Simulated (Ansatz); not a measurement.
C2H6F2Sn can be A, `[CH3][Sn]([CH3])([F])[F]`, or B, `FC[CH](F)[SnH3]`.

Computed with Ansatz on PBE0-D4/def2-TZVP structures; ΔE is electronic, products minus reactants. CCSD(T)/CBS is the MP2 limit (def2-TZVPP, def2-QZVPP) plus CCSD(T) − MP2 in def2-TZVPP, frozen cores. Functionals use def2-TZVPP. B3LYP here is the variant with VWN-RPA as its local correlation; programs differ in this. Elements past krypton have def2 core potentials. For Sn outer-core shells are correlated without core-valence functions, which leaves a few kJ/mol of doubt a bond. One conformer a species, not always the lowest.

(1) Which is lower in electronic energy at CCSD(T)/CBS, and by how much? (An estimate is asked.)

(2) Give E(B) − E(A) in kcal/mol with r2SCAN-D4, ωB97M-V, MP2/def2-TZVPP, HF/def2-TZVPP, B3LYP, CCSD(T)/def2-TZVPP, CCSD/def2-TZVPP. (An estimate is asked.)

Largest T1 diagnostic: 0.013.

## Answers

(1) Computed: A, by 89.7 kcal/mol.

(2) The calculation gave: r2SCAN-D4 85.3, ωB97M-V 83.3, MP2/def2-TZVPP 90.0, HF/def2-TZVPP 82.8, B3LYP 84.2, CCSD(T)/def2-TZVPP 84.0, CCSD/def2-TZVPP 83.6. None reverses the order clearly.

In def2-TZVPP, CCSD(T) changes the Hartree–Fock value by +1.2 kcal/mol (the triples alone add +0.4 kcal/mol) and MP2 by +7.2 kcal/mol.
